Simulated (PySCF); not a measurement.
## [AuH2]+: adding exact exchange

Base calculation in PySCF with density fitting and no spin–orbit coupling, PBE/def2-TZVP (scalar-relativistic core potentials): triplet, C2v, Au–H 1.676 Å (×2); H–Au–H 154.2°; wavenumbers 566, 1221, 1734 cm⁻¹; dipole moment about the centre of mass 0.25 D, polar-tensor charge of Au 0.58 e.

Q: What changes on going to PBE0/def2-TZVP (scalar-relativistic core potentials)?

A: The point group stays the same. Changes: mean bond to Au -0.004 Å, smallest bond angle +3.6 degrees, highest wavenumber +5 cm⁻¹, lowest wavenumber -104 cm⁻¹, dipole moment about the centre of mass -0.04 D, polar-tensor charge of Au -0.07 e. The new structure has Au–H 1.672 Å (×2); H–Au–H 157.8°, with wavenumbers 462, 1106, 1739 cm⁻¹. Exact exchange shortens and stiffens the bonds, the usual pattern.

Spin–orbit coupling can matter for AuH₂⁺ and is left out. Open d or f shells are single determinants, so the state found may not be the ground state. The structures come from searches over a few start shapes, so lower isomers are not excluded.
